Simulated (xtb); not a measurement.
Ga(Me)3(PH3) (C3H12GaP), SMILES [CH3][Ga]([CH3])([CH3])<-[PH3] (connectivity only; charge and spin as stated), neutral, multiplicity 1. All values are semi-empirical tight-binding results from xtb (GFN2-xTB unless named), good for trends rather than for accurate numbers. Geometry: GFN2-xTB. The isomer is the one that the SMILES or the coordinates give; other isomers of the formula were not compared. The values are those of a single conformer.

Optimised geometry:

```xyz
17

Ga    -0.2524     0.4121     0.3882
C      0.5682     2.1374    -0.3205
H      1.6503     2.1643    -0.1598
H      0.1502     3.0197     0.1738
H      0.3886     2.2583    -1.3936
C      0.4984    -0.4574     2.0749
H      0.1890     0.0725     2.9806
H      1.5933    -0.4590     2.0669
H      0.1656    -1.4949     2.1829
C     -2.0867    -0.1745    -0.3042
H     -2.8917     0.3524     0.2172
H     -2.2632    -1.2452    -0.1562
H     -2.2102     0.0395    -1.3712
P      0.9553    -1.3722    -1.3328
H      0.3188    -1.4057    -2.5618
H      0.4066    -2.5738    -0.9161
H      2.1199    -1.9527    -1.8064
```

For metal compounds this method's bond lengths and energies can be far off.

**Question.** Estimate the properties. (An estimate is asked for; the answer gives what the named calculation found.)

**Answer.** 
| Item | Value |
|---|---|
| orbital gap | 3.78 eV |
| zero-point energy | 79.6 kcal/mol |
| G − E(el) at 298.15 K (modified RRHO) | 54.2 kcal/mol |

**Question.** Give the atomic charges and the Wiberg bond orders between heavy atoms. (An estimate is asked for; the answer gives what the named calculation found.)

**Answer.** charges (e) Ga1 -0.11, C2 -0.15, H3 0.04, H4 0.04, H5 0.04, C6 -0.15, H7 0.04, H8 0.04, H9 0.04, C10 -0.15, H11 0.04, H12 0.04, H13 0.04, P14 0.00, H15 0.06, H16 0.06, H17 0.08. Bond orders Ga1–C2 0.91, Ga1–C6 0.90, Ga1–C10 0.89, Ga1–P14 0.32.
